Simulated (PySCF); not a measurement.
Species: C6H8OSi.
SMILES with atom numbers: `[SiH3:1][O:2][c:3]1[cH:4][cH:5][cH:6][cH:7][cH:8]1` (hydrogens: H9, H10, H11 on Si1; H12 on C4; H13 on C5; H14 on C6; H15 on C7; H16 on C8)

The same species was optimised twice, with GFN2-xTB and with PBE0-D3(BJ)/def2-SVP (PySCF), and the same property calculations (PySCF, gas phase) were run on both structures.

| coordinate | GFN2-xTB | PBE0-D3(BJ)/def2-SVP | change |
| --- | --- | --- | --- |
| Si1–O2 (Å) | 1.625 | 1.678 | +0.053 |
| C7–C8 (Å) | 1.383 | 1.394 | +0.011 |
| C5–C6 (Å) | 1.385 | 1.396 | +0.011 |
| C3–C8 (Å) | 1.389 | 1.399 | +0.010 |
| C4–C5 (Å) | 1.382 | 1.391 | +0.009 |
| C6–C7 (Å) | 1.384 | 1.393 | +0.009 |
| C3–C4 (Å) | 1.393 | 1.399 | +0.006 |
| O2–C3 (Å) | 1.348 | 1.353 | +0.005 |
| Si1–O2–C3 (°) | 134.2 | 128.6 | -5.6 |
| O2–C3–C4 (°) | 118.0 | 117.6 | -0.4 |
| C5–C6–C7 (°) | 119.6 | 119.3 | -0.3 |
| C4–C5–C6 (°) | 120.4 | 120.6 | +0.2 |
| O2–C3–C8 (°) | 122.5 | 122.7 | +0.2 |
| C6–C7–C8 (°) | 120.4 | 120.6 | +0.2 |
| C3–C8–C7 (°) | 120.0 | 119.9 | -0.1 |
| C4–C3–C8 (°) | 119.5 | 119.6 | +0.1 |
| Si1–O2–C3–C4 (°) | 179 | 178 | -1 |

Rotational constants: A = 5029, B = 1025, C = 859.6 MHz (GFN2-xTB) against A = 4862, B = 1029, C = 857.9 MHz (PBE0-D3(BJ)/def2-SVP). Atoms that the bonding makes alike are paired by their places after alignment.

On the GFN2-xTB structure: lowest singlet, TDDFT (eV) 5.28 [PBE0/def2-SVPD]; isotropic polarisability (au) 97.1 [PBE0/def2-SVPD]; HOMO (eV) -6.72 [PBE0/def2-SVPD]; LUMO (eV) -0.31 [PBE0/def2-SVPD]; dipole (D) 0.62 [PBE0/def2-SVPD]; HOMO (eV) -6.71 [PBE0/pcSseg-1]; LUMO (eV) -0.24 [PBE0/pcSseg-1]; dipole (D) 0.74 [PBE0/pcSseg-1]; GIAO shielding of Si1 (ppm) 393.7 [PBE0/pcSseg-1]; GIAO shielding of O2 (ppm) 243.5 [PBE0/pcSseg-1]; GIAO shielding of C3 (ppm) 24.6 [PBE0/pcSseg-1]; GIAO shielding of C4/C8 (mean) (ppm) 64.8 [PBE0/pcSseg-1]; GIAO shielding of C5/C7 (mean) (ppm) 51.8 [PBE0/pcSseg-1]; GIAO shielding of C6 (ppm) 60.6 [PBE0/pcSseg-1].

Q: What do these properties become on the PBE0-D3(BJ)/def2-SVP structure?

A: 
```
                                    property           level  on GFN2-xTB  on PBE0-D3(BJ)/def2-SVP  change
                  lowest singlet, TDDFT (eV)  PBE0/def2-SVPD         5.28                     5.20   -0.08
               isotropic polarisability (au)  PBE0/def2-SVPD         97.1                     99.6    +2.5
                                   HOMO (eV)  PBE0/def2-SVPD        -6.72                    -6.69   +0.03
                                   LUMO (eV)  PBE0/def2-SVPD        -0.31                    -0.36   -0.05
                                  dipole (D)  PBE0/def2-SVPD         0.62                     0.70   +0.08
energy, GFN2-xTB geometry as zero (kcal/mol)  PBE0/def2-SVPD          0.0                     -3.3    -3.3
                                   HOMO (eV)   PBE0/pcSseg-1        -6.71                    -6.68   +0.03
                                   LUMO (eV)   PBE0/pcSseg-1        -0.24                    -0.30   -0.06
                                  dipole (D)   PBE0/pcSseg-1         0.74                     0.82   +0.08
energy, GFN2-xTB geometry as zero (kcal/mol)   PBE0/pcSseg-1          0.0                     -2.3    -2.3
                 GIAO shielding of Si1 (ppm)   PBE0/pcSseg-1        393.7                    388.9    -4.8
                  GIAO shielding of O2 (ppm)   PBE0/pcSseg-1        243.5                    236.9    -6.6
                  GIAO shielding of C3 (ppm)   PBE0/pcSseg-1         24.6                     21.9    -2.7
        GIAO shielding of C4/C8 (mean) (ppm)   PBE0/pcSseg-1         64.8                     62.8    -2.0
        GIAO shielding of C5/C7 (mean) (ppm)   PBE0/pcSseg-1         51.8                     49.1    -2.7
                  GIAO shielding of C6 (ppm)   PBE0/pcSseg-1         60.6                     58.3    -2.3
```

The heavy atoms differ by 0.042 Å rms after alignment. Among bonds between heavy atoms Si1–O2 changes most (+0.053 Å). Changes are differences of the printed values. Neither structure is proved a minimum here.

Shape of the structure used: `[SiH3:1][O:2][c:3]1[cH:4][cH:5][cH:6][cH:7][cH:8]1`: Si1–O2–C3–C4 178°.
